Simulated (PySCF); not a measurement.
# How methods differ on the ionisation energy of W⁺

W⁺ [Xe] 4f14 5d4 6s1 (6D) → W²⁺ [Xe] 4f14 5d4 (5D), as a difference of total energies. All numbers are calculated (PySCF 2.14, scalar relativity through the core potential, in aug-cc-pVQZ-PP with ECP60MDF). Correlated levels: valence: 5s2 5p6 frozen. The calculations carry no spin-orbit coupling.

| method | ionisation energy (eV) |
| --- | --- |
| UHF | 14.994 |
| LDA | 16.583 |
| PBE | 16.304 |
| PBE0 | 16.064 |
| r2SCAN | 16.350 |
| MN15 | 16.178 |
| BHandHLYP | 15.621 |
| TPSSh | 16.011 |
| MP2 (valence) | 15.509 |
| SCS-MP2 (valence) | 15.166 |

Question: How much does correlation contribute at MP2 (valence)?

Answer: 15.509 − (14.994) = 0.515 eV, measured against UHF.

The reference lies between the lowest fine-structure levels, while these numbers refer to the centres of the terms.

For comparison: 16.37 ± 0.15 eV (semi-empirical (NIST evaluation); NIST Atomic Spectra Database, ionization energies).
